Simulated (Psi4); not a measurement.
Relaxed torsion scan: H₇NSSi₂, SMILES N[SiH2][SiH2]S. Scanned: dihedral H5–N1–Si2–Si3; all other coordinates were relaxed at B3LYP-D3(BJ)/def2-SVP. Heavy atoms are numbered in the order of the SMILES N[SiH2][SiH2]S, hydrogens after them in the order of the atoms that carry them; the mirror image has the same energies with the sign of each dihedral reversed.

PBE/def2-TZVP // B3LYP-D3(BJ)/def2-SVP (Psi4); PBE-D3(BJ)/def2-TZVP // B3LYP-D3(BJ)/def2-SVP (Psi4); PBE0-D3(BJ)/def2-TZVP // B3LYP-D3(BJ)/def2-SVP (Psi4); MP2/cc-pVTZ = Psi4 with DF-MP2 (frozen core)/cc-pVTZ // B3LYP-D3(BJ)/def2-SVP.

Energies relative to the lowest point of each profile, in kcal/mol; the last columns give the difference from MP2:

| φ / ° | PBE/def2-TZVP | PBE-D3(BJ)/def2-TZVP | PBE0-D3(BJ)/def2-TZVP | MP2/cc-pVTZ | PBE/def2-TZVP − MP2/cc-pVTZ | PBE-D3(BJ)/def2-TZVP − MP2/cc-pVTZ | PBE0-D3(BJ)/def2-TZVP − MP2/cc-pVTZ |
|---|---|---|---|---|---|---|---|
| -150 | 0.1 | 0.1 | 0.1 | 0.2 | -0.1 | -0.1 | -0.1 |
| -120 | 0.4 | 0.5 | 0.4 | 0.8 | -0.4 | -0.3 | -0.4 |
| -90 | 0.6 | 0.6 | 0.7 | 0.8 | -0.2 | -0.2 | -0.1 |
| -60 | 0.0 | 0.0 | 0.0 | 0.0 | 0.0 | 0.0 | 0.0 |
| -30 | 0.4 | 0.4 | 0.3 | 0.4 | 0.0 | 0.0 | -0.1 |
| 0 | 1.1 | 1.1 | 0.8 | 1.1 | 0.0 | 0.0 | -0.2 |
| 30 | 0.4 | 0.4 | 0.3 | 0.4 | 0.0 | 0.0 | -0.1 |
| 60 | 0.0 | 0.0 | 0.0 | 0.0 | 0.0 | 0.0 | 0.0 |
| 90 | 0.6 | 0.6 | 0.7 | 0.8 | -0.2 | -0.2 | -0.1 |
| 120 | 0.4 | 0.5 | 0.4 | 0.8 | -0.4 | -0.3 | -0.4 |
| 150 | 0.1 | 0.1 | 0.1 | 0.2 | -0.1 | -0.1 | -0.1 |
| 180 | 0.2 | 0.1 | 0.1 | 0.1 | 0.1 | 0.0 | 0.1 |

PBE/def2-TZVP is furthest from MP2/cc-pVTZ at 120 (-0.4 kcal/mol, below); its mean absolute difference over the points is 0.1 kcal/mol.

PBE-D3(BJ)/def2-TZVP is furthest from MP2/cc-pVTZ at 120 (-0.3 kcal/mol, below); its mean absolute difference over the points is 0.1 kcal/mol.

PBE0-D3(BJ)/def2-TZVP is furthest from MP2/cc-pVTZ at 120 (-0.4 kcal/mol, below); its mean absolute difference over the points is 0.1 kcal/mol.
